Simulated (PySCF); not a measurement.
# C2H9B2N: core ionisation energies

Species: C₂H₉B₂N.
Z-matrix (Å and degrees, PBE0-D3(BJ)/def2-SVP geometry), rows numbered from 1:
```
B 
N   1  1.4155
B   2  1.4276  1  126.84
C   3  1.5704  2  122.39  1  -179.45
C   4  1.5232  3  118.02  2    -1.39
H   1  1.2102  2  119.27  3   179.47
H   1  1.2072  2  119.14  3    -0.36
H   2  1.0171  1  116.65  3  -179.65
H   3  1.2109  2  117.14  1     0.38
H   4  1.1075  3  106.30  2   123.68
H   4  1.1070  3  106.70  2  -126.93
H   5  1.1007  4  112.32  3   178.64
H   5  1.1026  4  111.67  3   -61.36
H   5  1.1029  4  111.72  3    58.77
```

Level of theory: delta-SCF UKS SCAN, pcX-2 on the ionised atom, pcseg-1 elsewhere, spin-free X2C (PySCF). Vertical ΔSCF values, vacuum level as zero.

Question: What binding energy does each computed site have?

Answer: 
```csv
atom(s),bonded to,level,binding energy (eV),above the level's lowest (eV),count
B1,N and 2 H,B 1s,196.03,+0.20,1
N2,H and 2 B,N 1s,405.13,0.00,1
B3,"N, C and H",B 1s,195.83,0.00,1
C4,"C, 2 H and B",C 1s,290.20,0.00,1
C5,C and 3 H,C 1s,290.76,+0.56,1
```

The 2 B 1s values lie within 0.20 eV of each other; Gaussian lines of 0.5 eV full width would blend them into one maximum.

Lowest listed C 1s: C4, bonded to C, 2 H and B. Highest, 0.56 eV above it: C5, bonded to C and 3 H.

Question: Give the binding energy of B 1s of B1 in hartree and in kJ/mol.

Answer: 196.03 eV = 7.2040 Eh = 18914 kJ/mol.

Question: What is the longest wavelength that can ionise B 1s of B1 vertically?

Answer: λ = hc/E = 12398.42 eV Å / 196.03 eV = 63.248 Å.

Isolated species at its PBE0-D3(BJ)/def2-SVP geometry (one conformer only).
